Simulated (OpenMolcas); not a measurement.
**OpenMolcas run: F3+**

Input:

```
&GATEWAY
Coord
1

F 0.0 0.0 0.0
Basis=ANO-R3
Group=XYZ
NoMove
AngMom=0.0 0.0 0.0
AMFI
&SEWARD
* reference wave functions (RASSCF and RASSI steps not shown): 4 electrons in 8 orbitals (2s 2p 3s 3p)
>>> COPY JOB001 $Project.JobIph
&CASPT2
XMultistate=3 1 2 3
Frozen=0 0
IPEA=0.5
Imaginary=0.25
MaxIter=60
WThr=0.0 0.3 0.05
PrWF=0.5
NoMix
>>> COPY JOB002 $Project.JobIph
&CASPT2
XMultistate=6 1 2 3 4 5 6
Frozen=0 0
IPEA=0.5
Imaginary=0.25
MaxIter=60
WThr=0.0 0.3 0.05
PrWF=0.5
NoMix
>>> COPY JOB003 $Project.JobIph
&CASPT2
XMultistate=5 1 2 3 4 5
Frozen=0 0
IPEA=0.5
Imaginary=0.25
MaxIter=60
WThr=0.0 0.3 0.05
PrWF=0.5
NoMix
...
```

Launched by
```bash
OMP_NUM_THREADS=1 MOLCAS_MEM=2252 MOLCAS_PROJECT=a pymolcas a.inp > a.log  # once for each step of the input, in one work folder
```

Output, cut to the results:

```
--- CASPT2 ---
Orbital specifications:
      -----------------------

      Symmetry species                           1   2
                                                ag  au
      Frozen orbitals                            0   0
      Inactive orbitals                          1   0
      Active orbitals                            2   6
      Secondary orbitals                        11  13
      Deleted orbitals                           0   0
      Number of basis functions                 14  19
Type of calculation                        XMS-CASPT2
      Fock operator                              state-average
      IPEA shift                                 0.50
      Real shift                                 0.00
      Imaginary shift                            0.25
      The input orbitals will be transformed to quasi-canonical
      The input states will be rotated to diagonalize the Fock operator
Reference energy:         -95.4512263588
      E2 (Non-variational):      -0.0690709145
      Shift correction:          -0.0001005079
      E2 (Variational):          -0.0691714224
      Total energy:             -95.5203977812
      Residual norm:              0.0000009585
      Reference weight:           0.99123
      Contributions to the CASPT2 correlation energy
      Active & Virtual Only:         -0.0579336457
      One Inactive Excited:          -0.0062417370
      Two Inactive Excited:          -0.0048955318
Reference energy:         -95.4512263588
      E2 (Non-variational):      -0.0690565728
      Shift correction:          -0.0001004173
      E2 (Variational):          -0.0691569901
      Total energy:             -95.5203833489
      Residual norm:              0.0000009580
      Reference weight:           0.99124
      Contributions to the CASPT2 correlation energy
      Active & Virtual Only:         -0.0579185544
      One Inactive Excited:          -0.0062423798
      Two Inactive Excited:          -0.0048956386
::    XMS-CASPT2 Root  1     Total energy:    -95.52040326
::    XMS-CASPT2 Root  2     Total energy:    -95.52037839
::    XMS-CASPT2 Root  3     Total energy:    -95.52035802
--- CASPT2 ---
Orbital specifications:
      -----------------------

      Symmetry species                           1   2
                                                ag  au
      Frozen orbitals                            0   0
      Inactive orbitals                          1   0
      Active orbitals                            2   6
      Secondary orbitals                        11  13
      Deleted orbitals                           0   0
      Number of basis functions                 14  19
Type of calculation                        XMS-CASPT2
      Fock operator                              state-average
      IPEA shift                                 0.50
      Real shift                                 0.00
      Imaginary shift                            0.25
      The input orbitals will be transformed to quasi-canonical
      The input states will be rotated to diagonalize the Fock operator
Reference energy:         -95.3246381872
      E2 (Non-variational):      -0.0800515760
      Shift correction:          -0.0001204733
      E2 (Variational):          -0.0801720494
      Total energy:             -95.4048102366
      Residual norm:              0.0000002373
      Reference weight:           0.98954
      Contributions to the CASPT2 correlation energy
      Active & Virtual Only:         -0.0688813018
      One Inactive Excited:          -0.0062613646
      Two Inactive Excited:          -0.0049089097
Reference energy:         -95.3246381872
      E2 (Non-variational):      -0.0799861788
      Shift correction:          -0.0001203363
      E2 (Variational):          -0.0801065151
      Total energy:             -95.4047447024
      Residual norm:              0.0000002399
      Reference weight:           0.98956
      Contributions to the CASPT2 correlation energy
      Active & Virtual Only:         -0.0688194706
      One Inactive Excited:          -0.0062579304
      Two Inactive Excited:          -0.0049087778
::    XMS-CASPT2 Root  1     Total energy:    -95.40499580
::    XMS-CASPT2 Root  2     Total energy:    -95.40493018
::    XMS-CASPT2 Root  3     Total energy:    -95.40479037
::    XMS-CASPT2 Root  4     Total energy:    -95.40473655
::    XMS-CASPT2 Root  5     Total energy:    -95.40455718
::    XMS-CASPT2 Root  6     Total energy:    -95.27612862
--- CASPT2 ---
Orbital specifications:
      -----------------------

      Symmetry species                           1   2
                                                ag  au
      Frozen orbitals                            0   0
      Inactive orbitals                          1   0
      Active orbitals                            2   6
      Secondary orbitals                        11  13
      Deleted orbitals                           0   0
      Number of basis functions                 14  19
Type of calculation                        XMS-CASPT2
      Fock operator                              state-average
      IPEA shift                                 0.50
      Real shift                                 0.00
      Imaginary shift                            0.25
      The input orbitals will be transformed to quasi-canonical
      The input states will be rotated to diagonalize the Fock operator
Reference energy:         -94.7659006004
      E2 (Non-variational):      -0.0855265782
      Shift correction:          -0.0003203218
      E2 (Variational):          -0.0858469000
      Total energy:             -94.8517475004
      Residual norm:              0.0000002346
      Reference weight:           0.98458
      Contributions to the CASPT2 correlation energy
      Active & Virtual Only:         -0.0728323313
      One Inactive Excited:          -0.0077976770
      Two Inactive Excited:          -0.0048965699
Reference energy:         -94.7659006004
...
```

In XMS-CASPT2 the single-state energies belong to rotated reference states; over a whole degenerate manifold the rotation is arbitrary, and only the multistate roots count.

Levels above the lowest, from the spin-orbit matrix with the multistate effective Hamiltonian, averaged by term, added to it:

| Configuration | Term | J | E (cm-1) | Measured (cm-1) | Term weight % |
| --- | --- | --- | --- | --- | --- |
| 2s2 2p2 | 3P | 0 | 0.0 | 0.0 | 100 |
| 2s2 2p2 | 3P | 1 | 214 | 225 | 100 |
| 2s2 2p2 | 3P | 2 | 627 | 613 | 100 |
| 2s2 2p2 | 1D | 2 | 25790 | 25241 | 100 |
| 2s2 2p2 | 1S | 0 | 54040 | 53544 | 100 |
| 2s 2p3 | 5S* | 2 | 72450 |  | 100 |

Against the 4 measured excited levels shown (Moore, Atomic Energy Levels, vol. I, NSRDS-NBS 35 (1971 reprint of NBS Circular 467, 1949)) the mean absolute deviation is 270 cm-1; the largest miss in energy is 2s2 2p2 1D2: computed 25790, measured 25241 cm-1 (+2.2 %), and the largest in proportion 2s2 2p2 3P1 (-4.8 %).

Term energies are means over components that CASPT2 splits; among the terms shown or strongly mixed into the levels shown the widest spread is 96 cm-1 (2s2 2p2 1D). Terms from blocks run as CI alone lack orbitals of their own. Active for correlation alone: 3p 3s; no level in the range computed is led by a configuration that fills them, so any true level of that kind is missing. Computed and measured levels are paired by configuration, term and J; levels that our copy of the source lacks, or whose pairing is in doubt (as where it misses far off the trend of its configuration), stay unpaired and out of the deviations. Only configurations of the active space appear. The first state left out of the spin-orbit step lies near 180000 cm-1 above the lowest spin-free state of the reference (among the parities and spins computed), and the list stops at four fifths of that energy or lower.

The CASPT2 steps took 3.4 s on 1 thread of Arm Neoverse V2, on a shared host; the integral step is not counted.

The term weight is that of the spin-free term in the level, not the purity of its configuration. * marks odd parity.
